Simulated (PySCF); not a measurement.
Cl₂CrO₂ (singlet state).
Atom-mapped SMILES: `[O:1]=[Cr:2](=[O:3])([Cl:4])[Cl:5]`

Method: PBE0-D3(BJ)/def2-SVP geometry optimisation, gas phase (PySCF 2.14.0); density fitting, grid level 1; the optimiser is geomeTRIC in internal coordinates, started from a GFN2-xTB structure with every atom displaced at random (about 0.01 Å).

Step 0: E = -57529.0891 eV
```
atom  x, y, z in Å  |  force x, y, z in eV/Å
O1      0.1169   -1.1179    1.2233   -0.391   2.282  -0.925
Cr2    -0.0156    0.0298    0.1559    0.517  -0.406   1.649
O3     -0.2530    1.4806    0.6565    0.235  -1.580   0.392
Cl4     1.7239    0.0138   -0.9604    0.723   0.058  -0.371
Cl5    -1.5385   -0.4403   -1.1135   -1.085  -0.355  -0.745
```

Step 1: E = -57529.3377 eV
```
atom  x, y, z in Å  |  force x, y, z in eV/Å
O1      0.0780   -0.9908    1.2647    0.065  -0.036  -0.548
Cr2     0.0010    0.0106    0.1079   -0.123   0.339   1.247
O3     -0.2287    1.3841    0.7463    0.040  -0.199  -0.442
Cl4     1.7748    0.0282   -1.0002    0.389  -0.007  -0.097
Cl5    -1.5914   -0.4660   -1.1569   -0.371  -0.097  -0.160
```

Q: Estimate the geometry and energy of step 2. (The exact step hangs on the optimiser's Hessian estimate; all steps are aligned on step 1, rigid shifts and turns removed.)

A: E = -57529.3618 eV, largest force 0.168 eV/Å
```
atom  x, y, z in Å  |  force x, y, z in eV/Å
O1      0.0869   -1.0167    1.2374   -0.008   0.047   0.063
Cr2    -0.0019    0.0188    0.1214    0.019   0.017  -0.109
O3     -0.2324    1.4030    0.7205   -0.004  -0.030   0.110
Cl4     1.7936    0.0285   -0.9785    0.149   0.000  -0.012
Cl5    -1.6125   -0.4674   -1.1390   -0.156  -0.035  -0.052
```

The energy changes by -0.0241 eV. The first-order estimate −F·Δx gives -0.0543 eV and the mean of the old and new forces, exact on a quadratic surface, -0.0257 eV. The step makes an angle of 59° with the force vector and moves no atom by more than 0.039 Å.

What follows is the cost of the whole optimisation. Hardware: one thread, Arm Neoverse V1 (aarch64), shared host. Cost: 65 s wall, 0.41 GiB resident at most.
The closed-shell solution of the metal species wasn't tested for stability.
